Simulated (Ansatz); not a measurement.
A run on C$_{2}$ClF$_{3}$O (`O=C(Cl)C(F)(F)F`) with other settings.

```yaml
crystal:
  periodic: [false, false, false]
  atoms:
    - {symbol: O, position_ang: [1.289011, -1.221440, 0.536304]}
    - {symbol: C, position_ang: [0.230430, -0.847561, 0.332093]}
    - {symbol: Cl, position_ang: [-1.325118, -1.641899, 0.606852]}
    - {symbol: C, position_ang: [-0.038678, 0.646065, -0.243072]}
    - {symbol: F, position_ang: [1.182879, 1.216795, -0.393319]}
    - {symbol: F, position_ang: [-0.817583, 1.324079, 0.584256]}
    - {symbol: F, position_ang: [-0.607954, 0.536208, -1.388596]}
basis:
  gaussian: {orbitals: "6-31++G**"}
hamiltonian: {xc: {name: SPW92}}
accuracy: high
scf: {lower_state_search: full}
output: {forces: true}
```

```sh
$ ansatz run in.yaml --threads 2 --pin off --events-out ev --progress --plain --max-ram 32768MiB --backend cpu
```

Output, abridged:

```
Functional definition: SPW92
2781 factors; integrals over basis functions are off by at most 3.6e-9 eV
mean field evaluation 1: about -24662.3246 eV, gradient 6.1e1 eV
mean field evaluation 2: about -24662.3170 eV, gradient 6.1e1 eV
mean field evaluation 4: about -24666.9016 eV, gradient 3.4e1 eV
mean field evaluation 8: about -24669.1607 eV, gradient 4.7e-1 eV
mean field evaluation 16: about -24669.1597 eV, gradient 2.0e-4 eV
mean field -24669.15972008 eV, -906.5748983558 hartree, gradient 3.7e-8 eV, S^2 0.000000; 0 other end points of the search recorded, 0 dependent functions left out
reference -24669.15972512 eV, -906.5748985412 hartree; 32, 32 occupied and 105, 105 virtual orbitals, 2781 factors
Total energy: -24669.15972512 eV, -906.5748985412 hartree
Atom 0 at     1.289011    -1.221440     0.536304 Å, force     4.355561    -2.269588     0.985511 eV/Å
Atom 1 at     0.230430    -0.847561     0.332093 Å, force    -4.615286     3.634419    -1.120552 eV/Å
Atom 2 at    -1.325118    -1.641899     0.606852 Å, force     0.212785    -0.273138     0.028962 eV/Å
Atom 3 at    -0.038678     0.646065    -0.243072 Å, force     1.902815    -1.857033     1.706153 eV/Å
Atom 4 at     1.182879     1.216795    -0.393319 Å, force    -0.988487     0.077715     0.278573 eV/Å
Atom 5 at    -0.817583     1.324079     0.584256 Å, force     0.140949     0.499896     0.182627 eV/Å
Atom 6 at    -0.607954     0.536208    -1.388596 Å, force    -1.008337     0.187729    -2.061274 eV/Å
Dipole moment:    -0.178217     0.007844    -0.031782 e Å
```

It took 6.5 s on 2 threads of an AMD EPYC 7R13 on a shared host, with 0.49 GiB of host memory at the peak.
